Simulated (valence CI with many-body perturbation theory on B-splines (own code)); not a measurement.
Zr8+: magnetic and hyperfine properties of the levels

Calculated by relativistic CI+MBPT: four valence electrons over a frozen Dirac-Fock core [Ar] 3d10, a basis of 11 s, 11 p, 9 d, 7 f, 5 g, 2 h, 1 i functions for each j, with the one-electron correlation potential Σ1 (screened to all orders), the two-electron term Σ2, the three-electron term Σ3, Breit, model QED; selected single and double excitations, second order for the rest, scaled by the run's own slope (own B-spline code, finite nucleus).

No measured spectrum was set against this ion. As an estimate, levels hold to about 250 cm⁻¹ or 0.2 % of their energy and the worst to 1 %, as in measured heavy ions of charge 2 to 7; those with d or f electrons hold less well. Among the levels kept, up to 350 cm⁻¹ of a level comes from second order outside the variational space, and about a tenth of that is noise between levels of different J, which matters for small intervals.

A/g_I is the dipole constant over the nuclear g factor μ/I (μ in nuclear magnetons, uniformly magnetised nucleus), B/Q the quadrupole constant per barn. Both hold the static response of the core; the bare values leave it out. Large factors of s and p1/2 electrons are usually good to 5 to 10 %; those of open d and f shells near neutrality can be off by tens of per cent, and small factors of p3/2, d and f electrons come from cancelling terms and can be off by a factor of two or in sign, in half-filled shells by more. B is blank for J = 1/2, where it vanishes, and for nearly pure S terms. Energies count from the lowest level. Levels with J = 0 are left out.

Names give the largest LS component (configuration and term), which can be under half, so a name can repeat, a term be missing and a line seem to break the LS rules; names also repeat where a configuration has a term twice.

```tsv
Level	E (cm⁻¹)	g	A/g_I (MHz)	A/g_I bare	B/Q (MHz/b)	B/Q bare
4s²4p² ³P_1	11350	1.501	-326	-405	2670	2430
4s²4p² ³P_2	18978	1.382	5190	4730	-1900	-1740
4s²4p² ¹D_2	39808	1.118	3900	3610	7180	6540
4s4p³ ⁵S°_2	163460	1.984	15400	14200		
4s4p³ ³D°_1	207760	0.591	-9510	-8800	3150	2870
4s4p³ ³D°_2	208150	1.212	9400	8750	5630	5130
4s4p³ ³D°_3	212480	1.333	13900	12900	-493	-439
4s4p³ ³P°_1	236870	1.426	18400	17100	-3400	-3080
4s4p³ ³P°_2	238710	1.421	12300	11400	-5560	-5080
4s4p³ ¹D°_2	264580	1.049	6840	6370	-1140	-1070
4s4p³ ³S°_1	282660	1.706	-6480	-6130	-54.2	-50.1
4s4p³ ¹P°_1	304350	1.277	-2670	-2530	54.1	57.8
4s²4p4d ³F°_2	317700	0.679	4400	4140	3710	3310
4s²4p4d ³F°_3	325030	1.087	2630	2450	3820	3400
4s²4p4d ³F°_4	336220	1.250	1330	1220	6340	5670
4s²4p4d ³P°_2	347000	1.214	456	436	-599	-601
4s²4p4d ³D°_1	354800	0.957	-2870	-2660	893	792
4s²4p4d ¹D°_2	360000	1.177	575	493	-149	-185
4s²4p4d ³P°_1	367160	1.056	1910	1800	-2930	-2640
4s²4p4d ³D°_3	368970	1.318	2300	2110	-3380	-3100
4s²4p4d ³D°_2	369670	1.264	2280	2120	-3770	-3420
4s²4p4d ¹F°_3	396040	1.011	1990	1860	6100	5480
4s²4p4d ¹P°_1	402340	0.986	-1090	-986	759	665
4p⁴ ³P_2	429860	1.408	3500	3240	1440	1300
4p⁴ ³P_1	444960	1.499	1170	1090	-1920	-1750
4p⁴ ¹D_2	451210	1.092	5860	5450	-7360	-6700
4s4p²4d ⁵F_1	469940	0.056	-12000	-11100	-226	-237
4s4p²4d ⁵F_2	472200	1.044	2370	2220	1260	1110
4s4p²4d ⁵F_3	475970	1.282	5490	5110	2070	1820
4s4p²4d ⁵F_4	481650	1.364	6580	6110	1490	1260
4s4p²4d ⁵D_1	486600	1.457	9350	8690	-2900	-2610
4s4p²4d ⁵D_2	487720	1.442	9030	8380	-3550	-3210
4s4p²4d ⁵F_5	488660	1.394	7970	7400	-4530	-4220
4s4p²4d ⁵D_3	489380	1.440	9120	8470	-2810	-2560
```

Task: Take the isotope of mass number 91, with I = 5/2, μ = -1.3022 μN and Q = -0.176 b. What is the hyperfine structure of 4s4p³ ³D°_3?

Result: From the table A = -7240 MHz, B = 86.7 MHz. Shifts from the centre of gravity in MHz: F = 1/2: 72500, F = 3/2: 61600, F = 5/2: 43400, F = 7/2: 18100, F = 9/2: -14500, F = 11/2: -54300.
